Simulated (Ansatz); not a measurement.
`C=C[SiH2]N[SiH2]O` + `[SiH3][SiH2]S` → `C=C[SiH2][SiH2]S` + `O[SiH2]N[SiH3]`  (redistribution)

Calculated with Ansatz (gas phase, PBE0-D4/def2-TZVP geometries, no zero-point term in ΔE). CCSD(T)/CBS is the MP2 limit (def2-TZVPP, def2-QZVPP) plus CCSD(T) − MP2 in def2-TZVPP, frozen cores. DFT in def2-TZVPP. B3LYP here is the variant with VWN-RPA as its local correlation; programs differ in this. One conformer a species, not always the lowest.

```csv
level,ΔE (kcal/mol),difference from CCSD(T)/CBS
PBE-D4,0.1,-0.4
r2SCAN-D4,0.7,0.2
PBE0-D4,0.5,0.0
B3LYP-D4,0.6,0.1
ωB97X-V,0.9,0.4
ωB97M-V,0.9,0.4
B2PLYP,0.4,-0.1
PBE,0.0,-0.5
r2SCAN,0.6,0.1
PBE0,0.5,0.0
B3LYP,0.4,-0.1
HF/def2-TZVPP,1.2,0.7
MP2/def2-TZVPP,0.2,-0.3
SCS-MP2/def2-TZVPP,0.4,-0.1
CCSD/def2-TZVPP,0.9,0.4
CCSD(T)/def2-TZVPP,0.7,0.2
HF/def2-QZVPP,1.2,0.7
MP2/def2-QZVPP,0.1,-0.4
SCS-MP2/def2-QZVPP,0.3,-0.2
HF/CBS(def2),1.2,0.7
MP2/CBS(def2),0.1,-0.4
CCSD/CBS(def2),0.7,0.2
CCSD(T)/CBS,0.5,0
```

Largest T1 diagnostic among the species: 0.012.
